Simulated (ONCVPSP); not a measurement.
**Ba: ONCV pseudisation with PBE, scalar-relativistic reference atom.**

ONCVPSP 4.0.1 input, shortened (lines: element, Z, core and valence counts, functional; n l f; lmax; l rc ep ncon nbas qcut; lloc lpopt rc5 dvloc0; l nproj debl; icmod fcfact rcfact), PBE, scalar-relativistic:

```
  Ba 56.00    9    3        4      upf
    1    0    2.00
    2    0    2.00
    2    1    6.00
    3    0    2.00
    3    1    6.00
    3    2   10.00
    4    0    2.00
    4    1    6.00
    4    2   10.00
    5    0    2.00
    5    1    6.00
    6    0    1.75
    2
    0    2.75    0.00    4    9    4.40
    1    1.80    0.00    4    8    5.40
    2    2.50    0.11    4    7    3.70
    4    2    1.45    0.00
    0    3    1.20
    1    2    0.60
    2    2    0.80
    3    5.00    1.80
```

In the p channel the program set the typed energies aside and used -0.737, 0.250 Ha. In the d channel the program set the typed energies aside and used 0.050, 0.850 Ha.

Poles of the logarithmic derivatives, all-electron (AE) and pseudo (PS). s: poles at -1.2, 2.2 (AE) and -1.2, 2.2, 4.4 (PS) Ha. p: poles at 1.5 (AE) and 1.5 (PS) Ha. d: poles at 0.9 (AE) and 0.9, 4.6 (PS) Ha. Test radii: s 2.79, p 1.82, d 2.53 bohr.

- Cutoffs needed: 12 Ha and 18 Ha (the cutoffs (Ha) at which the residual kinetic energy of the hardest occupied pseudo-wave falls to 1 and 0.1 mHa per electron)
- Ghost test: no bound ghost flagged; GHOST(+) flagged for s at 117.4 eV
- Largest excitation error: -51 meV (all-electron minus pseudo) for 5s2 5p6 6s0, out of 4 test configurations
- rms error of d²Exc/dni dnj: 3.95 mHa without and 5.60 mHa with the model core
